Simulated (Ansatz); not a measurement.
Isolated molecules relaxed with PBE0-D4/def2-TZVP in Ansatz; ΔE leaves out vibrations. CBS: MP2 limit from def2 TZ/QZ plus the TZ coupled-cluster correction, frozen cores. This one scheme is used for every species. Functionals use def2-TZVPP. For Ga outer-core shells are correlated without core-valence functions, which leaves a few kJ/mol of doubt a bond. Scalar relativity is left out up to krypton. Each species was taken in one conformer, which may not be the lowest.

`O[BH][GaH2]` + `OBF` → `OBOBF` + `[GaH3]`  (cleavage of the B–Ga bond)

| level | ΔE (eV) |
| --- | --- |
| B97M-V | -1.51 |
| B2PLYP | -1.42 |
| BLYP | -1.33 |
| r2SCANh | -1.42 |

(1) What does CCSD(T)/CBS give? (An estimate is asked.)

Largest T1 diagnostic among the species: 0.014.

## Answers

(1) Computed: -1.35 eV. The listed levels differ from it by -0.16, -0.07, 0.02, -0.07 eV.

In def2-TZVPP, CCSD(T) changes the Hartree–Fock value by +0.28 eV (the triples alone add +0.03 eV) and MP2 by +0.24 eV. Leaving LDA and LC-ωPBE aside and taking each functional with its dispersion term where it has one, the values, not all of them listed here, spread over 0.27 eV, from B97M-V to PBE-D4. LDA lies −0.11 eV from PBE without D4.
